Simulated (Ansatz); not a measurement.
Reactions of `C=[C]([GeH3])C=O`.

Gas-phase electronic energies from Ansatz, PBE0-D4/def2-TZVP geometries. CCSD(T)/CBS adds triple-zeta CCSD(T) − MP2 to the extrapolated MP2 energy (def2 sets, frozen cores). This one scheme is used for every species, atoms too. Double bonds are as drawn, so ΔE can hold a change between cis and trans. DFT in def2-TZVPP. No spin–orbit coupling; open shells (•) take unrestricted orbitals. Spin–orbit coupling would lower the free atoms: a little for C, O; clearly for Ge. def2 core potentials past Kr. Bonds to Ge, Te are less sure, by a few kJ/mol each and by 10 to 20 or more in all where they break to atoms, as the def2 sets lack core-valence functions. Scalar relativity is left out up to krypton. Each species was taken in one conformer, which may not be the lowest.

```tsv
reaction	ωB97M-V (kJ/mol)	CCSD(T)/CBS(def2) (kJ/mol)
`C=[C]([GeH3])C=O` + `OC(F)[SiH3]` → `O=COC(F)[SiH3]` + `C=[CH][GeH3]`	-15	-10
`C=[C]([GeH3])C=O` + H₂Te → `C=[C]([GeH3])[TeH]` + `C=O`	50	38
`C=[C]([GeH3])C=O` + ethane → `C=C(C=O)CC` + GeH₄	13	16
`C=[C]([GeH3])C=O` + H₂ → `C=[CH][GeH3]` + `C=O`	-1	0
`C=[C]([GeH3])C=O` + CH₄ → `C=C(C)C=O` + GeH₄	20	25
`C=[C]([GeH3])C=O` → 3 C• + Ge• + 6 H• + O•	4213	4218
`C=[C]([GeH3])C=O` + `C/N=C\N` → `N/C=N\CC=O` + `C=[CH][GeH3]`	14	15
`C=[C]([GeH3])C=O` → `C#C[O][GeH2][CH3]`	48	49
```

Largest T1 diagnostic: 0.015, for `C=O`.
